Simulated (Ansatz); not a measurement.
Reaction (redistribution): `C=[CH][SnH2][CH]=C` + `Cl[SiH2][GeH3]` → `C=[CH][SnH2][Cl]` + `C=C[SiH2][GeH3]`

Isolated molecules relaxed with PBE0-D4/def2-TZVP in Ansatz; ΔE leaves out vibrations. CCSD(T)/CBS is the MP2 limit (def2-TZVPP, def2-QZVPP) plus CCSD(T) − MP2 in def2-TZVPP, frozen cores. DFT in def2-TZVPP. def2 core potentials past Kr. For Ge, Sn outer-core shells are correlated without core-valence functions, which leaves a few kJ/mol of doubt a bond. Scalar relativity is left out up to krypton. One conformer a species, not always the lowest.

```tsv
level	ΔE (kJ/mol)	difference from CCSD(T)/CBS
r2SCAN-D4	-29.0	-6.7
PBE0-D4	-27.5	-5.2
ωB97X-V	-25.9	-3.6
ωB97M-V	-24.5	-2.2
B2PLYP	-26.3	-4.0
PBE	-28.1	-5.8
r2SCAN	-29.2	-6.9
PBE0	-28.3	-6.0
HF/def2-TZVPP	-35.1	-12.8
MP2/def2-TZVPP	-17.3	5.0
SCS-MP2/def2-TZVPP	-19.8	2.5
CCSD/def2-TZVPP	-21.1	1.2
HF/def2-QZVPP	-35.7	-13.4
MP2/def2-QZVPP	-19.0	3.3
SCS-MP2/def2-QZVPP	-21.4	0.9
CCSD/CBS(def2)	-23.6	-1.3
CCSD(T)/CBS	-22.3	0
```

Largest T1 diagnostic among the species: 0.013.

In def2-TZVPP, CCSD(T) changes the Hartree–Fock value by +15.4 kJ/mol (the triples alone add +1.3 kJ/mol) and MP2 by +17.8 kJ/mol.
